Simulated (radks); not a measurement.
All-electron atom: Cd II in [Kr] 4d9.5 5s1.5 (fractional occupations, a model configuration). All-electron calculation, scalar-relativistic Kohn-Sham, r2SCAN, spin-polarised, spherical densities, finite nucleus; open shells are filled with parallel spins first (spin-orbit coupling, left out, can overturn this in heavy ions); meta-GGA in the generalised Kohn-Sham scheme; Fermi nuclear charge, rms radius 4.6087 fm. Program: a radial shooting solver on a logarithmic mesh with Libxc functionals.

X-ray form factor f0, the Fourier transform of the density (f0(0) = 47):

| sin(theta)/lambda (1/angstrom) | f0 (electrons) |
|---|---|
| 0.05 | 46.286 |
| 0.1 | 44.367 |
| 0.15 | 41.729 |
| 0.2 | 38.826 |
| 0.25 | 35.940 |
| 0.3 | 33.216 |
| 0.4 | 28.491 |
| 0.5 | 24.824 |
| 0.6 | 22.088 |
| 0.8 | 18.389 |
| 1 | 15.670 |
| 1.25 | 12.655 |
| 1.5 | 10.086 |
| 2 | 6.856 |
